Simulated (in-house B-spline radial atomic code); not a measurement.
## Fe7+: [Ne] 3s2 (3p1/2)2 (3p3/2)3 3d2 (with a hole in an inner shell)

All numbers are computed (Dirac-Hartree-Fock, average of the jj configuration; Fermi nucleus of rms radius 3.7377 fm) with a radial B-spline atomic code at the basis-set limit, not measured.

Z_r = [3n² - l(l+1)]/(2<r>); Z_e = n√(-2ε); the last column is Slater's effective charge. Values are occupation-weighted means over j.

| shell | electrons | ε (eV) | <r> (bohr) | Z_r | Z_e | Slater |
| --- | --- | --- | --- | --- | --- | --- |
| 1s | 2 | -7330.4 | 0.05842 | 25.68 | 23.21 | 25.70 |
| 2s | 2 | -1035.1 | 0.2646 | 22.67 | 17.44 | 21.85 |
| 2p | 6 | -900.61 | 0.2345 | 21.32 | 16.27 | 21.85 |
| 3s | 2 | -248.17 | 0.7604 | 17.75 | 12.81 | 15.10 |
| 3p | 5 | -207.34 | 0.7792 | 16.04 | 11.71 | 15.10 |
| 3d | 2 | -150.02 | 0.7843 | 13.39 | 9.96 | 8.65 |

The least bound orbital is 3d5/2 at -149.5 eV, and it is also the most diffuse (<r> = 0.7854 bohr).

For the 1s electron the small component carries 0.875 % of the norm, the zero-frequency Breit interaction raises the level by 8.382 eV, self-energy by 4.122 eV, and vacuum polarisation lowers it by 0.3513 eV.
